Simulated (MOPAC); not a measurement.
MOPAC input (PM3):

```
PM3 1SCF CHARGE=-1 GEO-OK AUX(PRECISION=9) THREADS=1
C2H4N

C     1.04026750 1   -0.37593961 1   -0.01423724 1
N    -0.11684659 1    0.48974460 1    0.19151581 1
C    -1.24598269 1   -0.02303043 1   -0.18381086 1
H     1.77800493 1    0.11733555 1   -0.66719488 1
H     1.55320242 1   -0.56566915 1    0.94223077 1
H     0.76036857 1   -1.34627438 1   -0.46512181 1
H    -2.03935871 1    0.76021600 1    0.03776388 1
```

Task: What heat of formation does the run end on, and which ionisation energy by Koopmans theorem?

Result: 41.91 kcal/mol; 1.38 eV.
